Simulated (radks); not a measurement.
Values are calculated unless marked as measured or tabulated.
The neodymium ion Nd+, configuration [Xe] 4f4 6s1 (the NIST ground configuration). Level of theory: Dirac Kohn-Sham, exchange-only PBE, spin-unpolarised, spherical densities, finite nucleus; open shells fill j = l - 1/2 first; Fermi nuclear charge, rms radius 4.9123 fm (a radial shooting solver on a logarithmic mesh with Libxc functionals).

Normalised radial functions P(r) = r R(r) (large component), r in bohr:

r            5p3/2    6s1/2
0.0008379   0.0003   0.0105
0.001136    0.0006   0.0135
0.001551    0.0011   0.0174
0.002103    0.0020   0.0220
0.00285     0.0036   0.0275
0.003893    0.0064   0.0339
0.005276    0.0110   0.0404
0.00715     0.0188   0.0462
0.009769    0.0320   0.0497
0.01324     0.0520   0.0481
0.01794     0.0812   0.0384
0.02451     0.1211   0.0167
0.03322     0.1647  -0.0159
0.04539     0.1985  -0.0541
0.06151     0.1921  -0.0787
0.08336     0.1131  -0.0663
0.1139     -0.0524  -0.0017
0.1543     -0.2326   0.0835
0.2092     -0.2863   0.1141
0.2858     -0.0831   0.0236
0.3873      0.2722  -0.1250
0.5249      0.4422  -0.1590
0.7171      0.1511   0.0173
0.9718     -0.4146   0.2343
1.317      -0.8211   0.2468
1.799      -0.8130  -0.0190
2.439      -0.5176  -0.3664
3.305      -0.2195  -0.5622
4.515      -0.0558  -0.5004
6.119      -0.0080  -0.2878
8.293      -0.0005  -0.1003
11.33      0.0000  -0.0169

5p3/2: eigenvalue -25.996 eV, 3 radial nodes at r = 0.104, 0.308, 0.782 bohr, <r> = 1.76 bohr, 90 % of the charge inside 2.59 bohr. 6s1/2: eigenvalue -7.713 eV, 5 radial nodes at r = 0.0290, 0.115, 0.300, 0.701, 1.77 bohr, <r> = 4.10 bohr, 90 % of the charge inside 5.97 bohr.
